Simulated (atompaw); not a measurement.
**barium PAW (atompaw): all-electron and pseudo phase curves**

```
Element                 : Ba
Generator               : atompaw 4.2.0.5
Type                    : PAW
Functional              : PBE
Relativity              : scalar-relativistic
Frozen core             : [Kr] 4d10
Valence charge          : 10
Reference configuration : 5s2 5p6 5d0.5 6s1.5 6p0
Partial waves           : 5s (bound): rc 2.90 bohr; 6s (bound): rc 2.90 bohr; 5p (bound): rc 2.90 bohr; 6p (bound, empty): rc 2.90 bohr; 5d (bound): rc 2.90 bohr; 5d channel at 0.55 Ry: rc 2.90 bohr
Local potential         : bessel scheme, radius 2.70 bohr
Core correction         : smooth core density matched at 1.55 bohr
Augmentation charge     : sinc compensation charge, radius 2.10 bohr; PAW radius 2.90 bohr; waves and projectors: custom rrkj gramschmidtortho
```

The phase is arctan(r·u′/u) with u = r·R(r), unwrapped; energies in Ry, scanned from -4 to 5 Ry. A pole is an energy at which the radial function vanishes at the test radius. The pseudo phase is shifted by a multiple of π to meet the all-electron one at the reference energy, and phase errors are pseudo minus all-electron; the curves can meet again beyond the range given. Levels narrower than the energy grid can be missing from the lists of poles.

```tsv
channel	radius (bohr)	reference energy (Ry)	poles, all-electron	poles, pseudo	unbroken range about the reference energy with phases within 0.05 rad	phase error 1 Ry above the reference energy (rad)
s	2.91	-0.22	-2.24, 3.77	-2.24, 2.93	below 0.8	-0.046
p	2.91	-0.08	-0.94	-0.94, 3.73	below 1.3	-0.008
d	2.91	-0.12	1.10	1.10	the whole range	-0.000
```

Phases in the d channel:

| E (Ry) | all-electron | pseudo |
| --- | --- | --- |
| -4.00 | 1.391 | 1.391 |
| -3.76 | 1.384 | 1.384 |
| -3.52 | 1.377 | 1.377 |
| -3.28 | 1.369 | 1.369 |
| -3.04 | 1.360 | 1.360 |
| -2.80 | 1.349 | 1.349 |
| -2.56 | 1.337 | 1.337 |
| -2.32 | 1.323 | 1.322 |
| -2.08 | 1.305 | 1.305 |
| -1.84 | 1.283 | 1.282 |
| -1.60 | 1.254 | 1.254 |
| -1.36 | 1.216 | 1.215 |
| -1.12 | 1.160 | 1.160 |
| -0.88 | 1.073 | 1.073 |
| -0.64 | 0.919 | 0.919 |
| -0.40 | 0.586 | 0.586 |
| -0.16 | -0.157 | -0.157 |
| 0.08 | -0.906 | -0.906 |
| 0.32 | -1.244 | -1.244 |
| 0.56 | -1.404 | -1.404 |
| 0.80 | -1.496 | -1.496 |
| 1.04 | -1.559 | -1.559 |
| 1.28 | -1.606 | -1.606 |
| 1.52 | -1.646 | -1.646 |
| 1.76 | -1.683 | -1.684 |
| 2.00 | -1.721 | -1.721 |
| 2.24 | -1.762 | -1.762 |
| 2.48 | -1.810 | -1.811 |
| 2.72 | -1.872 | -1.873 |
| 2.96 | -1.959 | -1.962 |
| 3.20 | -2.097 | -2.102 |
| 3.44 | -2.344 | -2.356 |
| 3.68 | -2.825 | -2.850 |
| 3.92 | -3.515 | -3.541 |
| 4.16 | -3.996 | -4.011 |
| 4.40 | -4.242 | -4.250 |
| 4.64 | -4.377 | -4.381 |
| 4.88 | -4.461 | -4.463 |
